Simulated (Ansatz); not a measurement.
Breaking the Cd1–H2 bond in BrCdH (SMILES [Br][CdH]) (multiplicity 1 held, fragments rigid). Energies count from the point at 1.659 Å.
Geometry at that point (charge 0, multiplicity 1):
| atom | x (Å) | y (Å) | z (Å) |
|---|---|---|---|
| Cd | 0.0000 | 0.0000 | -0.9978 |
| H | 0.0000 | 0.0000 | -2.6564 |
| Br | 0.0000 | 0.0000 | 1.4443 |

Restricted levels (R-, RO-) in cc, def2 and unpolarised 6-31G sets keep to the state of the molecule at rest. Unrestricted levels (U-) break spin symmetry where that is lower. Active spaces are followed from a long bond inwards. Curves can end on different states.

Frozen-core correlation. Filled d and f shells under p-block atoms count as core.

Run with Ansatz (a program for electronic structure) with Gaussian orbitals. Each number belongs to the level named beside it. In def2 rows elements past Kr take small-core potentials, without spin–orbit coupling.

Energies in kcal/mol.

| R (Å) | R-SCS-MP2/def2-TZVPP | U-CCSD(T)/def2-TZVPP | FIC-NEVPT4(SD) on CASSCF(2,2)/def2-TZVPP | FIC-MRCISD+Q on CASSCF(2,2)/def2-TZVPP |
|---|---|---|---|---|
| 1.327 | 24.8 | 26.0 | 26.4 | 26.6 |
| 1.493 | 4.2 | 4.8 | 5.0 | 5.1 |
| 1.659 | 0.0 | 0.0 | 0.0 | 0.0 |
| 1.824 | 4.2 | 3.5 | 3.4 | 3.3 |
| 1.990 | 12.5 | 11.0 | 10.7 | 10.6 |
| 2.239 | 27.9 | 24.6 | 24.2 | 24.2 |
| 2.488 | 43.5 | 38.5 | 37.3 | 37.3 |
| 2.903 | 66.2 | 57.0 | 54.1 | 54.3 |
| 3.317 | 83.3 | 66.9 | 63.8 | 64.1 |
| 3.815 | 96.1 | 70.1 | 68.6 | 69.0 |
| 4.478 | 102.1 | 70.9 | 70.4 | 70.8 |
| 5.308 | 96.2 | 71.0 | 70.7 | 71.2 |

Doubts at one or more of the structures used: a restricted determinant that unrestricted orbitals would lower (R-SCS-MP2/def2-TZVPP); a spin-contaminated determinant (U-CCSD(T)/def2-TZVPP); T1 above 0.05 (U-CCSD(T)/def2-TZVPP).
